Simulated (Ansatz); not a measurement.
Breaking a bond: SMILES [CH3][Sn]([CH3])([CH3])[CH3]. The C1–H17 bond (C1 also carries H, H, Sn; H17 carries nothing else) is varied alone, starting from the PBE0/def2-SVP, def2 effective core potentials past Kr optimised geometry.

Level of theory: unrestricted PBE0/def2-SVP, def2 effective core potentials past Kr (Ansatz, a first-principles code).

Question: Relative to R = 1.10 Å, what are the energies at R = 1.02, 1.33, 1.81, 2.04 Å?

Answer: 0.127 eV at 1.02 Å, 0.595 eV at 1.33 Å, 2.828 eV at 1.81 Å, 3.749 eV at 2.04 Å.

The unrestricted determinant behind UKS-PBE0 is spin-contaminated at 2.04 to 3.21 Å (<S²> up to 1.0, against 0.00 for a pure singlet).
